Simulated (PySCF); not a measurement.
All values below come from TPSSh-D3(BJ)/def2-TZVP // B3LYP-D3(BJ)/def2-SVP (PySCF). Gas-phase values, no solvent. One relaxed conformer stands for a flexible species; it need not be the lowest. Delta-SCF ions had no search for a lower state. Excitations are Tamm–Dancoff values on a coarser integration grid. The basis has no diffuse functions, so Rydberg states are missing or too high.

Reference species (SMILES): `Bc1c(F)cc2cccccc1-2` (neutral, multiplicity 1).

```
Property                                  Value
--------------------------------------  -------
S1 oscillator strength                    0.001
vertical ionisation energy (Delta-SCF)  7.86 eV
S1 excitation (TDA)                     2.83 eV
```

After one change: the S1 oscillator strength rises by 0.014; the vertical ionisation energy (Delta-SCF) falls by 0.16 eV; the S1 excitation (TDA) drops by 0.15 eV.

Q: Which change was made? The new species is one of these.
A. `Bc1cc2cccc(F)cc-2c1`
B. `Bc1cc2ccccc(F)c-2c1`
C. `Bc1cc2cccccc-2c1F`
D. `Bc1ccc(F)c2cccc-2c1`

A: D, `Bc1ccc(F)c2cccc-2c1`
